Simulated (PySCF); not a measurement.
ClSe (SMILES Cl[Se+]), charge +1, singlet, at a GFN2-xTB geometry; PBE/cc-pVDZ, TDA (PySCF).

Here is a job for PySCF.
```python
from pyscf import gto, scf, dft, tdscf

mol = gto.Mole()
mol.atom = '''
    Se   -0.00000000   -0.00000000   -0.67930305
    Cl    0.00000000    0.00000000    1.35860610
'''
mol.basis = 'cc-pvdz'
mol.charge = 1
mol.verbose = 4
mol.build()

mf = dft.RKS(mol)
mf.xc = 'pbe'
mf.kernel()
td = mf.TDA()
td.nstates = 5
td.kernel()
td.analyze()
```

Output, abridged:

```
PySCF version 2.14.0

[INPUT] verbose = 4
[INPUT] num. atoms = 2
[INPUT] num. electrons = 50
[INPUT] charge = 1
[INPUT] spin (= nelec alpha-beta = 2S) = 0
[INPUT] symmetry False subgroup None
[INPUT] Mole.unit = angstrom
[INPUT] Symbol           X                Y                Z      unit          X                Y                Z       unit  Magmom
[...]
nuclear repulsion = 150.087371614068
number of shells = 11
number of NR pGTOs = 118
number of NR cGTOs = 45
basis = cc-pvdz
ecp = {}

******** <class 'pyscf.dft.rks.RKS'> ********
method = RKS
initial guess = minao
damping factor = 0
level_shift factor = 0
DIIS = <class 'pyscf.scf.diis.CDIIS'>
diis_start_cycle = 1
diis_space = 8
diis_damp = 0
SCF conv_tol = 1e-09
SCF conv_tol_grad = None
SCF max_cycles = 50
direct_scf = True
direct_scf_tol = 1e-13
XC library pyscf.dft.libxc version 7.1.2
    S. Lehtola, C. Steigemann, M. J. T. Oliveira, and M. A. L. Marques,  SoftwareX 7, 1–5 (2018)
XC functionals = pbe
    J. P. Perdew, K. Burke, and M. Ernzerhof,  Phys. Rev. Lett. 77, 3865 (1996)
    J. P. Perdew, K. Burke, and M. Ernzerhof,  Phys. Rev. Lett. 78, 1396 (1997)
    J. P. Perdew, K. Burke, and M. Ernzerhof,  Phys. Rev. Lett. 77, 3865 (1996)
    J. P. Perdew, K. Burke, and M. Ernzerhof,  Phys. Rev. Lett. 78, 1396 (1997)
radial grids:
    Treutler-Ahlrichs [JCP 102, 346 (1995); DOI:10.1063/1.469408] (M4) radial grids

becke partition: Becke, JCP 88, 2547 (1988); DOI:10.1063/1.454033
pruning grids: <function nwchem_prune>
grids dens level: 3
symmetrized grids: False
atomic radii adjust function: <function treutler_atomic_radii_adjust>
small_rho_cutoff = 0
Set gradient conv threshold to 3.16228e-05
Initial guess from minao.
tot grids = 39304
init E= -2860.50486479562

WARN: HOMO -0.231719166283159 == LUMO -0.231719166283157

cycle= 1 E= -2860.74228265987  delta_E= -0.237  |g|= 0.301  |ddm|=  1.6
[...]
cycle= 2 E= -2860.47317124891  delta_E= 0.269  |g|= 0.935  |ddm|=  2.2
[...]
cycle= 3 E= -2860.76482530598  delta_E= -0.292  |g|= 0.172  |ddm|= 0.835
[...]
cycle= 4 E= -2860.76694995982  delta_E= -0.00212  |g|= 0.158  |ddm|= 2.07
[...]
cycle= 5 E= -2860.7729946022  delta_E= -0.00604  |g|= 0.0785  |ddm|= 2.07
[...]
cycle= 6 E= -2860.77340815805  delta_E= -0.000414  |g|= 0.071  |ddm|= 2.05
[...]
cycle= 7 E= -2860.77369028489  delta_E= -0.000282  |g|= 0.0671  |ddm|= 2.06
[...]
cycle= 8 E= -2860.77363198732  delta_E= 5.83e-05  |g|= 0.068  |ddm|= 2.06
[...]
[...]
[...]
cycle= 47 E= -2860.76982880198  delta_E= 1.95e-05  |g|= 0.115  |ddm|= 0.00143
[...]
cycle= 48 E= -2860.77239815312  delta_E= -0.00257  |g|= 0.0853  |ddm|=  1.6
[...]
cycle= 49 E= -2860.77133045568  delta_E= 0.00107  |g|= 0.0985  |ddm|= 1.12
[...]
cycle= 50 E= -2860.7680577677  delta_E= 0.00327  |g|= 0.131  |ddm|= 0.125
SCF not converged.
SCF energy = -2860.7680577677

******** <class 'pyscf.tdscf.rks.TDA'> for <class 'pyscf.dft.rks.RKS'> ********
nstates = 5 singlet
deg_eia_thresh = 1.000e-03
wfnsym = None
conv_tol = 1e-05
eigh lindep = 1e-12
eigh level_shift = 0
eigh max_cycle = 100

WARN: Ground state SCF is not converged

Excitation energies (eV)
[1.28628641 4.46011028 4.53997174 5.55341588 5.80491231]

** Singlet excitation energies and oscillator strengths **
Excited State   1:      1.28629 eV    963.89 nm  f=0.0000
      25 -> 26       -0.70632
Excited State   2:      4.46011 eV    277.98 nm  f=0.0000
      23 -> 26        0.70638
Excited State   3:      4.53997 eV    273.09 nm  f=0.0004
      25 -> 27        0.70581
Excited State   4:      5.55342 eV    223.26 nm  f=0.0965
      22 -> 27        0.27118
      24 -> 26        0.64729
Excited State   5:      5.80491 eV    213.58 nm  f=0.0045
      22 -> 26       -0.70323

** Transition electric dipole moments (AU) **
state          X           Y           Z        Dip. S.      Osc.
  1        -0.0000     -0.0000      0.0002      0.0000      0.0000
  2         0.0000      0.0000      0.0004      0.0000      0.0000
  3         0.0148      0.0555      0.0000      0.0033      0.0004
  4        -0.0000      0.0000     -0.8420      0.7090      0.0965
  5        -0.1726      0.0455      0.0000      0.0318      0.0045

** Transition velocity dipole moments (imaginary part, AU) **
state          X           Y           Z        Dip. S.      Osc.
  1         0.0000      0.0000     -0.0001      0.0000      0.0000
  2         0.0000      0.0000     -0.0001      0.0000      0.0000
  3        -0.0134     -0.0509      0.0000      0.0028      0.0111
  4        -0.0000      0.0000      0.1000      0.0100      0.0327
  5        -0.0043      0.0010     -0.0000      0.0000      0.0001

** Transition magnetic dipole moments (imaginary part, AU) **
state          X           Y           Z
  1        -0.0000     -0.0000     -1.4063
  2         0.0000      0.0000      0.1229
  3        -0.5034      0.1335      0.0000
  4        -0.0000     -0.0000     -0.0002
  5        -0.3933     -1.4859      0.0000
```

The run did not converge; its last values are not results.
